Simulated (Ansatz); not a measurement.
A structure relaxed at r2SCAN-D4/def2-SVP in Ansatz, charge 0, doublet:

Cartesian coordinates in Å:
```
Li -0.215 -0.121 -1.673
Li -1.351 -0.886 1.234
Li 0.613 1.521 0.415
Br 1.678 1.304 -1.690
Br 1.011 -0.557 2.007
Br 0.126 -2.304 -0.214
Br -1.862 1.043 -0.079
```

**Question.** Give its formula and point group.

**Answer.** Li3Br4. Point group Cs (tolerance 0.1 Å).

**Question.** Summarise the bond lengths by kind (pairs closer than 1.2 times the sum of covalent radii, bridged metal pairs left out).

**Answer.** 9 × Br–Li 2.37 to 2.65 Å.

In the doublet, Br5 and Br6 lie 2.96 Å apart (atoms count from 1), so these atoms are partly bonded to each other. Another isomer (doublet) lies 0.08 eV lower at PBE0-D4/def2-TZVP; other spin states weren't run for this one.
